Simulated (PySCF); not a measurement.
One of the candidates below gave these computed data.

All candidates are C6H8ClFO.

| technique | computed result |
| --- | --- |
| Rotational structure | rotational constants A, B, C: 2.672, 0.706, 0.622 GHz [GFN2-xTB] |
| 1H NMR | chemical shifts (computed TMS as zero) by class: 5.99 (1 H), 3.87 (1 H), 1.22 (6 H) ppm [GIAO PBE0/pcSseg-1] |
| NMR, other nuclei | isotropic shieldings of nuclei other than C and H, by class: -217 (1 O), 245 (1 F), 454 (1 Cl) ppm [GIAO PBE0/pcSseg-1] |
| Dipole | 2.87 D [PBE0/pcSseg-1] |
| 13C NMR | chemical shifts (computed TMS as zero) by class: 199.1 (1 C), 174.9 (1 C), 111.7 (1 C), 34.5 (1 C), 20.8 (2 C) ppm [GIAO PBE0/pcSseg-1] |

Electronic properties: PySCF, gas phase, density fitting. Levels stand in brackets. Isolated species at its GFN2-xTB geometry (one conformer only). Each NMR value is the plain mean over a class of atoms that symmetry, rotation or inversion makes alike.

Question: Which candidate is it?
A. `CO[C@@H]1C[C@]1(Cl)/C=C/F`
B. `FC[C@@H]1C=C[C@H](CCl)O1`
C. `CC(C)/C(F)=C\C(=O)Cl`

Answer: C. It is `CC(C)/C(F)=C\C(=O)Cl`. Numbering: `[CH3:1][CH:2]([CH3:3])/[C:4]([F:5])=[CH:6]\[C:7](=[O:8])[Cl:9]`. Its formula, C6H8ClFO, gives 2 degrees of unsaturation: 0 rings and 2 π bonds in the structure found. 6 carbons fall into 5 classes; from least to most shielded: vinylic C–F carbon [C4] (199.1 ppm), acyl halide carbon [C7] (174.9 ppm), alkene CH carbon [C6] (111.7 ppm), allylic carbon [C2] (34.5 ppm), methyl carbon [C1/C3] (20.8 ppm, 2 C, up to 5.1 ppm apart in this geometry). Hydrogen classes from least to most shielded: 1 H on an alkene CH carbon, C6 (5.99 ppm), 1 H on an allylic carbon, C2 (3.87 ppm), 6 H on 2 methyl carbons, C1/C3 (1.22 ppm). The other shieldings belong to: -217 ppm, carbonyl oxygen [O8]; 245 ppm, vinyl fluorine [F5]; 454 ppm, chlorine bonded to C [Cl9]. The optimised geometry has point group C1 and is an asymmetric top.

The others, at the same levels:
- `FC[C@@H]1C=C[C@H](CCl)O1` fails: it has 6 carbon classes against 5; its computed 13C shifts are 141.4 (1 C), 133.7 (1 C), 92.7 (1 C), 92.4 (1 C), 87.6 (1 C), 51.8 (1 C) ppm, 1H shifts are 6.62 (1 H), 6.01 (1 H), 5.09 (1 H), 5.04 (1 H), 4.79 (1 H), 4.53 (1 H), 3.61 (1 H), 3.43 (1 H) ppm and smallest rotational constant is 0.760 GHz (against 0.622 GHz).
- `CO[C@@H]1C[C@]1(Cl)/C=C/F` fails: it has 6 carbon classes against 5; its computed 13C shifts are 161.8 (1 C), 117.1 (1 C), 71.1 (1 C), 60.8 (1 C), 47.2 (1 C), 28.3 (1 C) ppm, 1H shifts are 7.27 (1 H), 5.65 (1 H), 3.61 (3 H), 3.36 (1 H), 1.40 (1 H), 1.15 (1 H) ppm and rotational constant A is 1.472 GHz (against 2.672 GHz).

Each candidate is one conformer, not necessarily the lowest. Dipoles, sizes and rotational constants follow the conformer. The torsions of the flexible species, by atom-mapped SMILES:
- `[CH3:1][CH:2]([CH3:3])/[C:4]([F:5])=[CH:6]\[C:7](=[O:8])[Cl:9]`: C1–C2–C4–F5 -83°, C4–C6–C7–O8 -6°
- `[F:1][CH2:2][C@@H:3]1[CH:4]=[CH:5][C@H:6]([CH2:7][Cl:8])[O:9]1`: F1–C2–C3–C4 47°, C5–C6–C7–Cl8 70°
- `[CH3:1][O:2][C@@H:3]1[CH2:4][C@:5]1([Cl:6])/[CH:7]=[CH:8]/[F:9]`: C1–O2–C3–C4 157°, C4–C5–C7–C8 143°
